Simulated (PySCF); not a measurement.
C₄H₄OSe, SMILES [SeH]c1ccoc1.

Geometry: PBE-D3(BJ)/def2-SVP. One conformer was computed; it need not be the lowest.

These are PBE/def2-TZVP in PySCF values and carry that method's errors.

Gas-phase values at a fixed geometry.

Computed frontier levels, gap, dipole moment and polarisability:
```
Item                                                                                                            Value
---------------------------------------------------------------------------------------------  ----------------------
highest occupied level                                                                                       -5.54 eV
lowest empty level                                                                                           -1.17 eV
orbital gap                                                                                                   4.37 eV
dipole moment                                                                                                  1.01 D
quadrupole, principal values (traceless, Buckingham form, about the centre of nuclear charge)   -5.02, 0.66, 4.36 D·Å
mean static polarisability                                                                      73.7 bohr³ (10.92 Å³)
polarisability, principal values                                                               50.4, 72.0, 98.8 bohr³
```
